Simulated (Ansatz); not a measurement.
Compare A (`[SiH3]C[SiH](Cl)Cl`) with its isomer B (`C[SiH2][SiH](Cl)Cl`).

Computed with Ansatz on PBE0-D4/def2-TZVP structures; ΔE is electronic, products minus reactants. CBS: MP2 limit from def2 TZ/QZ plus the TZ coupled-cluster correction, frozen cores. DFT in def2-TZVPP. One conformer a species, not always the lowest.

A:

Z-matrix (Å, degrees):
```
Si
C 1 1.881
H 1 1.483 2 110.3
H 1 1.486 2 109.7 3 120.3
H 1 1.487 2 109.9 3 -120.3
Si 2 1.845 1 114.8 3 73.7
H 2 1.096 1 109.0 3 -165.9
H 2 1.095 1 109.2 3 -49.0
Cl 6 2.049 2 110.6 1 -176.0
Cl 6 2.049 2 109.9 1 -56.2
H 6 1.477 2 112.6 1 63.8
```

B:

```xyz
11

C    -1.6792   -0.0472   -0.2859
Si   -0.2124   -0.5544    0.7581
Si    1.7311    0.3624   -0.1593
Cl    1.9363   -0.3223   -2.0899
Cl    1.5346    2.4111   -0.2087
H    -1.5609   -0.4053   -1.3105
H    -2.6041   -0.4622    0.1202
H    -1.7714    1.0406   -0.3121
H    -0.0459   -2.0336    0.7936
H    -0.3336   -0.0594    2.1570
H     3.0055    0.0703    0.5374
```

(1) Which is lower in electronic energy at CCSD(T)/CBS, and by how much? (An estimate is asked.)

(2) Give E(B) − E(A) in kJ/mol with BLYP-D4, LDA (SPW92), B2PLYP, HF/def2-TZVPP, ωB97M-V, r2SCAN-D4, MP2/def2-TZVPP. (An estimate is asked.)

(3) Does the order hold for the free energy at 298.15 K (harmonic terms from PBE0-D4)? (Estimate.)

Largest T1 diagnostic: 0.010.

Results:

(1) Ansatz gave: A, by 15.8 kJ/mol.

(2) The calculation gave: BLYP-D4 6.5, LDA (SPW92) 7.2, B2PLYP 14.1, HF/def2-TZVPP 19.0, ωB97M-V 19.4, r2SCAN-D4 10.5, MP2/def2-TZVPP 23.2. None reverses the order clearly.

(3) Ansatz gave: Yes: G(B) − G(A) = +19.6 kJ/mol, for one conformer each. Modes under 60 cm⁻¹, often nearly free rotors, make the harmonic entropy too high.

From PBE to PBE0 (25 % exact exchange), in def2-TZVPP and without D4, E(B) − E(A) moves by +5.2 kJ/mol. Leaving LDA and LC-ωPBE aside and taking each functional with its dispersion term where it has one, the values, not all of them listed here, spread over 18.4 kJ/mol, from PBE-D4 to ωB97M-V. LDA lies +7.1 kJ/mol from PBE without D4.
